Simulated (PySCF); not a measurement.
B(CF3)(H)(OH) (CH2BF3O), SMILES OBC(F)(F)F.

The structure is a stationary point at PBE0-D3(BJ)/def2-SVP. The structure was generated by enumeration, and PubChem lists no compound with its InChIKey, so it may never have been made. The values are those of a single conformer.

Method: PBE/def2-TZVP run with PySCF.

Symmetry labels are those of the subgroup Cs that the program uses (full group Cs).

Q: List the valence orbital energies around the gap with their symmetry. (An estimate is asked for; the answer gives what the named calculation found.)

A: 
```json
[
 {"orbital": "HOMO−7", "symmetry": "A\"", "energy (eV)": "-11.31"},
 {"orbital": "HOMO−6", "symmetry": "A'", "energy (eV)": "-10.77"},
 {"orbital": "HOMO−5", "symmetry": "A\"", "energy (eV)": "-10.41"},
 {"orbital": "HOMO−4", "symmetry": "A'", "energy (eV)": "-10.22"},
 {"orbital": "HOMO−3", "symmetry": "A'", "energy (eV)": "-9.97"},
 {"orbital": "HOMO−2", "symmetry": "A\"", "energy (eV)": "-9.74"},
 {"orbital": "HOMO−1", "symmetry": "A\"", "energy (eV)": "-9.68"},
 {"orbital": "HOMO", "symmetry": "A'", "energy (eV)": "-7.88"},
 {"orbital": "LUMO", "symmetry": "A\"", "energy (eV)": "-2.16"},
 {"orbital": "LUMO+1", "symmetry": "A'", "energy (eV)": "-0.17"},
 {"orbital": "LUMO+2", "symmetry": "A'", "energy (eV)": "1.49"},
 {"orbital": "LUMO+3", "symmetry": "A'", "energy (eV)": "1.55"}
]
```
